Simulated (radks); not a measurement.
Q: The mean radii <r> (bohr) of the occupied orbitals of an atom or ion are listed with their occupations. All-electron calculation, Dirac Kohn-Sham, PBEsol, spin-unpolarised, spherical densities, point nucleus. Program: a radial shooting solver on a logarithmic mesh with Libxc functionals.

| orbital | occ. | <r> |
|---|---|---|
| 1s1/2 | 2 | 0.03611 |
| 2s1/2 | 2 | 0.1578 |
| 2p1/2 | 2 | 0.1346 |
| 2p3/2 | 4 | 0.1391 |
| 3s1/2 | 2 | 0.4433 |
| 3p1/2 | 2 | 0.4388 |
| 3p3/2 | 4 | 0.4493 |
| 3d3/2 | 4 | 0.4309 |
| 3d5/2 | 6 | 0.4344 |
| 4s1/2 | 2 | 1.147 |
| 4p1/2 | 2 | 1.253 |
| 4p3/2 | 4 | 1.281 |
| 4d3/2 | 0.8 | 1.702 |
| 4d5/2 | 1.2 | 1.714 |

Name the element and its charge. Open shells, if any, are shared by 2j + 1.

A: Z = 41, niobium, charge +3: Nb3+ in [Kr] 4d2. The 1s radius gives Z: for a bare nucleus <r> = (2 gamma + 1)/(2Z) with gamma = sqrt(1 - (Z/c)^2), 0.03547 bohr for Z = 41, and screening makes it slightly larger (0.03611 here). The occupations add up to 38, and the charge is Z minus that.
